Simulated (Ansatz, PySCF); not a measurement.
The pair A = C2H4 (SMILES C=C) (first 6 atoms), B = C2H6 (SMILES CC); geometry from B3LYP-D3(BJ)/def2-TZVP.
(charge 0, multiplicity 1):
```xyz
14

C      0.24604     0.63662    -0.02649
C     -0.24826    -0.56694     0.22071
H     -0.38747     1.51424    -0.07165
H      1.30483     0.79461    -0.19279
H      0.38521    -1.44428     0.26874
H     -1.30628    -0.72487     0.39055
C      0.34812     0.65255     3.96789
C     -0.34588    -0.70330     3.88657
H      1.32028     0.57196     4.45874
H     -0.24828     1.37066     4.53460
H      0.51159     1.06661     2.97175
H      0.24897    -1.41782     3.31457
H     -1.31758    -0.62120     3.39585
H     -0.51064    -1.12780     4.87916
```

Frozen-core correlation. Rows in 6-31G* carry no dispersion term and start afresh at each structure (6-31G* with six Cartesian d functions). MP2/6-31G* freezes PySCF's default core.

The values were computed with Ansatz (Gaussian orbitals); PySCF for 6-31G* rows. 

Total energies (hartree), monomers frozen at their geometry in the pair:

```csv
structure,PBE/def2-TZVPPD,MP2/6-31G*,MP2/aug-cc-pVDZ
AB,-158.2349027,-157.7811011,-157.8815549
A in the pair's basis,-78.5018803,-78.2861706,-78.3289219
B in the pair's basis,-79.7328204,-79.4950130,-79.5513083
A,-78.5017791,-78.2848490,-78.3279371
B,-79.7327934,-79.4947250,-79.5507306
```

Problem. Work out the interaction energy without and with the counterpoise correction, and the superposition error, for each level.

Solution. 
E(AB) − E(A) − E(B), times 627.509 kcal/mol, with the monomers in their own basis and then in the pair's basis:
- PBE/def2-TZVPPD: -0.21 uncorrected, -0.13 corrected; the monomers gain 0.08 kcal/mol from borrowed functions
- MP2/6-31G*: -0.96 uncorrected, 0.05 corrected; the monomers gain 1.01 kcal/mol from borrowed functions
- MP2/aug-cc-pVDZ: -1.81 uncorrected, -0.83 corrected; the monomers gain 0.98 kcal/mol from borrowed functions

Ansatz is a quantum-chemistry and plane-wave program.
